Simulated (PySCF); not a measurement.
# `C=CCC[C@@H](C)O`, C6H12O

Geometry (Å), atoms numbered from 1 in this order:
```xyz
19

C     3.196    1.058   -0.180
C     2.268    0.100   -0.161
C     0.964    0.161    0.567
C    -0.245    0.055   -0.359
C    -1.567   -0.055    0.394
C    -2.763   -0.093   -0.543
O    -1.571   -1.160    1.272
H     4.129    0.944   -0.738
H     3.058    1.994    0.371
H     2.452   -0.819   -0.733
H     0.900   -0.666    1.295
H     0.905    1.095    1.151
H    -0.277    0.922   -1.039
H    -0.139   -0.834   -1.011
H    -1.664    0.825    1.055
H    -2.825    0.817   -1.158
H    -3.695   -0.192    0.031
H    -2.691   -0.954   -1.230
H    -1.529   -1.958    0.733
```

Method: quadratic response CAM-B3LYP/aug-cc-pVDZ first hyperpolarisability, Taylor convention, gas phase in PySCF. Geometry: PBE0-D3(BJ)/def2-SVP.

Question: Give the tensor of the second harmonic β(−2ω;ω,ω) at 1064 nm in the axes of these coordinates.

Answer: In au, Taylor convention; rows are the first index (the induced dipole):
|  | xx | yy | zz | xy | xz | yz |
| --- | --- | --- | --- | --- | --- | --- |
| x | -112.4 | -16.1 | -3.3 | -24.4 | +14.3 | +6.0 |
| y | -27.2 | -17.5 | -26.1 | -16.3 | +5.6 | +43.8 |
| z | +14.8 | +43.7 | +76.1 | +5.7 | -3.0 | -25.2 |

Norm of βᵢ = ⅓ Σⱼ (βᵢⱼⱼ + βⱼᵢⱼ + βⱼⱼᵢ): 200.2 au, hyper-Rayleigh value 77.0 au.
